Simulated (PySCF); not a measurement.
PySCF was given this input:
```python
from pyscf import gto, scf, dft

mol = gto.M(
    atom='''
Sb    0.039025   -0.313223   -0.156073
Cl    3.468661    0.334635   -1.594029
Cl    0.606409    0.404742    1.988993
Cl   -0.866724    1.684606   -0.947912
Cl   -2.182209   -1.268362    0.541847
''',
    basis='sto-3g',
    charge=0,
    spin=1,
    verbose=4,
)

mf = dft.UKS(mol)
mf.xc = 'b3lyp'
mf.kernel()
mo_i, mo_e, stable_i, stable_e = mf.stability(internal=True, external=False, return_status=True, nroots=6, tol=1e-6)
print('internally stable:', stable_i, ' externally stable:', stable_e)
if not stable_i:
    umf = mf.copy()
    umf.scf_summary = {}
    umf.kernel(umf.make_rdm1(mo_i, mf.mo_occ))
```

### Question
What is the computed <S^2> (B3LYP/STO-3G (PySCF))?

### Answer
0.751

### Question
Give the dipole moment at the level B3LYP/STO-3G.

### Answer
1.78 D

### Question
What Mulliken (on the basis functions themselves) charges in atom order does B3LYP/STO-3G give?

### Answer
Sb1 0.89, Cl2 -0.07, Cl3 -0.27, Cl4 -0.27, Cl5 -0.28

These values belong to the state on which the SCF converged, which isn't shown to be the lowest.
